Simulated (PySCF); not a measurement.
Predicted microwave data (PBE0/pcSseg-1 in PySCF (dipole) on a GFN2-xTB geometry, gas phase) for one isomer of C6H10OSSi:

* Rotational constants: A = 1623, B = 806.4, C = 684.4 MHz
* Dipole components: |μa| = 2.19 D, |μb| = 2.76 D, |μc| = 2.58 D
* Inertial defect: -199.59 u·Å²
* κ: -0.74

**Question.** Which structure is it? (One computed conformer of each.)
A. `[CH2:1]=[C:2]1[SiH2:3][S:4][C:5]([CH3:6])([CH3:7])[C:8]1=[O:9]` with C1–C2–Si3–S4 179°, C2–Si3–S4–C5 -15°, Si3–S4–C5–C6 -87°, S4–C5–C8–O9 146°
B. `[CH3:1][C:2]1([CH3:3])[S:4][SiH2:5][CH:6]=[CH:7][C:8]1=[O:9]` with C1–C2–S4–Si5 -66°, C2–S4–Si5–C6 -22°, S4–Si5–C6–C7 -5°, C6–C7–C8–O9 -135°
C. `[CH:1]#[C:2][SiH2:3]/[C:4](=[CH:5]\[CH3:6])[S@:7]([CH3:8])=[O:9]` with C2–Si3–C4–C5 51°, Si3–C4–S7–C8 86°
D. `[O:1]=[CH:2][C@@H:3]1[CH2:4][CH:5]=[C:6]([S:7][SiH3:8])[CH2:9]1` with O1–C2–C3–C4 -12°, C5–C6–S7–Si8 -8°, C2–C3–C4–C5 -106°, C3–C4–C5–C6 -9°, C5–C6–C9–C3 10°, C2–C3–C9–C6 107°

**Answer.** C. It is C#C[SiH2]/C(=C\C)[S@](C)=O, an asymmetric top, point group C1. The candidates at the same level (rigid rotor, commonest isotopes):

```tsv
SMILES	A (MHz)	B (MHz)	C (MHz)	μa (D)	μb (D)	μc (D)	Δ (u·Å²)	point group	rotor
C=C1[SiH2]SC(C)(C)C1=O	1491	1299	846.4	1.71	0.45	1.54	-130.80	C1	asymmetric top
CC1(C)S[SiH2]C=CC1=O	1657	1172	911.3	1.79	0.31	2.73	-181.58	C1	asymmetric top
C#C[SiH2]/C(=C\C)[S@](C)=O	1623	806.4	684.4	2.19	2.76	2.58	-199.59	C1	asymmetric top
O=C[C@@H]1CC=C(S[SiH3])C1	2613	579.5	545.7	0.84	0.52	1.59	-139.39	C1	near-prolate asymmetric top
```

`O=C[C@@H]1CC=C(S[SiH3])C1` has A 61 % too high; `CC1(C)S[SiH2]C=CC1=O` has B 45 % too high; `C=C1[SiH2]SC(C)(C)C1=O` has B 61 % too high. No structure here is proved a minimum.
